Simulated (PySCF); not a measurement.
GeH₂IN, SMILES [Ge]([NH2])[I] (connectivity only; charge and spin as stated), neutral, multiplicity 1.

Geometry optimised at r2SCAN-D4/def2-SVP. The def2 effective core potentials stand for the cores of I; spin–orbit coupling is left out. One conformer was computed; it need not be the lowest.

These are TDA-B3LYP/def2-SVPD (PySCF 2.14.0) values and carry that method's errors.

Vertical excitations. Isolated molecule, no solvent. State labels are in the subgroup Cs.

```
state  symmetry  energy (eV)  λ (nm)      f                                                                  main pairs
-----  --------  -----------  ------  -----  --------------------------------------------------------------------------
S1           A"         3.68     337  0.004                                                              HOMO→LUMO 94 %
S2           A'         4.19     296  0.024                                                            HOMO−1→LUMO 90 %
S3           A"         4.30     288  0.016                                                            HOMO−2→LUMO 93 %
S4           A'         5.03     247  0.040                                        HOMO→LUMO+1 74 %, HOMO−2→LUMO+1 22 %
S5           A"         5.07     245  0.005                                                          HOMO−1→LUMO+1 99 %
S6           A'         5.80     214  0.100                      HOMO−3→LUMO 47 %, HOMO→LUMO+2 33 %, HOMO−2→LUMO+1 13 %
S7           A'         6.10     203  0.367  HOMO−2→LUMO+1 45 %, HOMO−2→LUMO+2 18 %, HOMO−3→LUMO 15 %, HOMO→LUMO+1 10 %
S8           A"         6.23     199  0.000                                      HOMO−1→LUMO+2 76 %, HOMO−3→LUMO+1 22 %
S9           A"         6.30     197  0.009                                      HOMO−3→LUMO+1 74 %, HOMO−1→LUMO+2 23 %
S10          A'         6.33     196  0.254                                          HOMO→LUMO+2 64 %, HOMO−3→LUMO 26 %
T1           A"         3.02     411      0                                            HOMO→LUMO 75 %, HOMO−2→LUMO 22 %
T2           A'         3.53     352      0                                                            HOMO−1→LUMO 95 %
T3           A"         3.82     324      0                                            HOMO−2→LUMO 76 %, HOMO→LUMO 23 %
T4           A'         4.25     291      0                                        HOMO→LUMO+1 79 %, HOMO−2→LUMO+1 13 %
```
Triplets are in the Tamm–Dancoff approximation.
